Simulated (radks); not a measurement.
Species: neutral tungsten. Configuration: [Xe] 4f14 5d4 6s1 6d1 (not the ground configuration). Method: Dirac Kohn-Sham, PBEsol, spin-unpolarised, spherical densities, point nucleus; open shells fill j = l - 1/2 first; computed with a radial shooting solver on a logarithmic mesh with Libxc functionals.

Radial electron density D(r) = 4 pi r^2 rho(r):

```
   r/bohr * D(r) (the largest magnitude, 133, reaches the edge; | marks zero)
0.0008086 | *
 0.001141 |   *
 0.001609 |      *
 0.002269 |          *
 0.003201 |                *
 0.004516 |                        *
  0.00637 |                                *
 0.008985 |                                        *
  0.01267 |                                           *
  0.01788 |                                        *
  0.02522 |                                      *
  0.03557 |                                            *
  0.05018 |                                                      *
  0.07078 |                                                   *
  0.09984 |                                          *
   0.1408 |                                                 *
   0.1986 |                                           *
   0.2802 |                          *
   0.3953 |                              *
   0.5575 |                      *
   0.7865 |          *
    1.109 |     *
    1.565 |  *
    2.207 |*
    3.114 *
    4.392 *
    6.195 *
    8.739 *
    12.33 *
    17.39 *
    24.53 *
```

D(r) has 5 maxima, at r = 0.0126, 0.0566, 0.158, 0.418, 9.54 bohr, and minima at 0.0244, 0.101, 0.296, 6.20 bohr, inside which lie 2.02, 11.08, 29.96, 73.09 electrons.
